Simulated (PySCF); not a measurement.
# `InChI=1S/C6H10OSi/c1-2-3-4-5-6-7-8/h2-6H,1H2,8H3/b4-3-,6-5-`

Geometry:
```tsv
atom	x (Å)	y (Å)	z (Å)
C1	3.999	-0.943	-0.344
C2	2.784	-0.489	-0.041
C3	1.606	-0.832	-0.794
C4	0.349	-0.415	-0.551
C5	-0.074	0.457	0.509
C6	-1.349	0.830	0.689
O7	-2.346	0.418	-0.111
Si8	-3.947	0.706	-0.122
H9	4.868	-0.676	0.232
H10	4.162	-1.601	-1.182
H11	2.660	0.168	0.808
H12	1.774	-1.493	-1.636
H13	-0.446	-0.753	-1.202
H14	0.660	0.838	1.201
H15	-1.629	1.491	1.502
H16	-4.205	2.140	-0.277
H17	-4.556	0.250	1.129
H18	-4.316	-0.088	-1.282
```

The calculation used GIAO B3LYP/pcSseg-1 magnetisability, rotational g tensor and spin-rotation constants, non-relativistic, gas phase (PySCF). Geometry: GFN2-xTB.

(1) How diamagnetic is it, and how anisotropic?

(2) Split it along the inertial axes a, b, c into diamagnetic and paramagnetic parts about the centre of mass, with the quadrupole moment.

(3) And the rotational g tensor?

Answers

(1) Isotropic -1145 × 10⁻³⁰ J/T², or -69.0 × 10⁻⁶ cm³/mol; principal values -1366, -1149, -921 × 10⁻³⁰ J/T², anisotropy 386 × 10⁻³⁰ J/T² (root of half the summed squared differences of the principal values). The susceptibility is in cgs units.

(2) 
| axis | χ (10⁻⁶ cm³/mol) | diamagnetic (10⁻⁶ cm³/mol) | paramagnetic (10⁻⁶ cm³/mol) | summed x² of all electrons (Å²) | quadrupole Θ (D Å) |
| --- | --- | --- | --- | --- | --- |
| a | -69.1 | -252.3 | 183.2 | 566.3 | +7.56 |
| b | -55.6 | -2469.1 | 2413.6 | 43.7 | +2.52 |
| c | -82.3 | -2587.9 | 2505.6 | 15.7 | -10.07 |

Anisotropies 2χaa − χbb − χcc = -0.4 and 2χbb − χaa − χcc = +40.3 × 10⁻⁶ cm³/mol. Θ is traceless in Buckingham's convention.

(3) 
| axis | rotational constant (GHz) | g | nuclear part | electronic part |
| --- | --- | --- | --- | --- |
| a | 10.0455 | -0.1555 | 0.7090 | -0.8645 |
| b | 0.5072 | -0.0104 | 0.5647 | -0.5750 |
| c | 0.4854 | -0.0021 | 0.5693 | -0.5714 |

Asymmetric top; isotopes 12C, 1H, 16O, 28Si; no vibrational averaging.
